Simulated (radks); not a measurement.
Values are calculated unless marked as measured or tabulated.
All-electron atom: Li in [He] 2s1 (the NIST ground configuration).

Level of theory: scalar-relativistic Kohn-Sham, r2SCAN, spin-polarised, spherical densities, finite nucleus; open shells are filled with parallel spins first; meta-GGA in the generalised Kohn-Sham scheme; Fermi nuclear charge, rms radius 2.444 fm (a radial shooting solver on a logarithmic mesh with Libxc functionals).

Energy parts (hartree):
total: -7.48070
kinetic: 7.44235
electron-nucleus: -17.15791
Hartree: 4.06057
exchange-correlation: -1.82571

Orbitals (lengths in bohr, moments of r in powers of bohr; <r^-3> diverges for s and p1/2; r(90%) holds 90 % of the orbital's charge):
orbital  occ.  eigenvalue (hartree)     <r>  <r^-3>   <1/r>  r(90%)
1s up       1              -1.95827  0.5765       -   2.687    1.04
1s down     1              -1.95221  0.5791       -   2.677    1.05
2s up       1              -0.12000   3.805       -  0.3559    5.93

The highest occupied level is 2s up at -3.265 eV. Spin moment in Bohr magnetons: 1.
